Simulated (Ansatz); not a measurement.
Geometry optimisation, DFT PBEsol, scalar-relativistic, plane waves, PAW in Ansatz.

Input:

```yaml
crystal:
  lattice:
    - [0.0, 5.43, 5.43]
    - [5.43, 0.0, 5.43]
    - [5.43, 5.43, 0.0]
  atoms:
    - { symbol: Si, position: [0.0, 0.0, 0.0] }
    - { symbol: Si, position: [0.125, 0.125, 0.125] }
    - { symbol: Si, position: [0.0, 0.0, 0.5] }
    - { symbol: Si, position: [0.125, 0.125, 0.625] }
    - { symbol: Si, position: [0.0, 0.5, 0.0] }
    - { symbol: Si, position: [0.125, 0.625, 0.125] }
    - { symbol: Si, position: [0.0, 0.5, 0.5] }
    - { symbol: Si, position: [0.125, 0.625, 0.625] }
    - { symbol: Si, position: [0.5, 0.0, 0.0] }
    - { symbol: Si, position: [0.625, 0.125, 0.125] }
    - { symbol: Si, position: [0.5, 0.0, 0.5] }
    - { symbol: Si, position: [0.625, 0.125, 0.625] }
    - { symbol: Si, position: [0.5, 0.5, 0.0] }
    - { symbol: Si, position: [0.625, 0.625, 0.125] }
    - { symbol: Si, position: [0.5, 0.5, 0.5] }
    - { symbol: Si, position: [0.625, 0.625, 0.625] }
    - { symbol: Ge, position: [0.366505, 0.8819127, 0.8699674] }
basis:
  ecutwfc: 420.0
kpoints:
  mp_grid: { grid: [2, 2, 2] }
hamiltonian:
  xc: pbesol
  pseudopotentials: { kind: paw, azcp: { folder: soft_1 } }
scf:
  occupations: { method: gaussian, width: 0.05 }
  lower_state_search: "off"
relax:
  f_tol: 0.03
  max_steps: 60
  adjacent_minimum: "off"
output:
  write_density: true
  write_potential: true
  elf: true
  volumetric_format: npy
```

Run as:

```bash
$ ansatz run input.yaml --threads 1 --pin off --max-ram 3072MiB --backend cpu --events-out ev --progress --plain --runs-dir out
```

Q: Where does it end, and by what steps?

A: It converged. Limits of this set-up: coarse k mesh, PAW files made for another functional, a small cell, in which the defect meets its images. After 3 steps the energy has fallen by 0.342 eV; Si1 moved furthest, 0.08 Å.

```csv
step,energy less start (eV),largest force component (eV/Å),accepted
0,0.0000,1.134,yes
1,-0.3002,0.402,yes
2,-0.3410,0.090,yes
3,-0.3425,0.003,yes
```

```xyz
17
Lattice="0.0000 5.4300 5.4300 5.4300 0.0000 5.4300 5.4300 5.4300 0.0000" Properties=species:S:1:pos:R:3
Si 0.043 -0.045 -0.043
Si 1.406 1.353 1.356
Si 2.707 2.720 -0.009
Si 4.073 4.021 1.357
Si 2.708 -0.012 2.722
Si 4.074 1.353 4.024
Si 5.439 2.720 2.723
Si 6.788 4.071 4.072
Si 0.041 2.750 2.755
Si 1.358 4.066 4.072
Si 2.674 5.385 2.756
Si 4.072 6.784 4.120
Si 2.675 2.750 5.389
Si 4.073 4.115 6.787
Si 5.438 5.419 5.422
Si 6.740 6.784 6.788
Ge 9.503 6.781 6.787
```

Time of the run: 30 s on 1 thread of Arm Neoverse V2, on a shared host, peak memory 0.55 GiB.
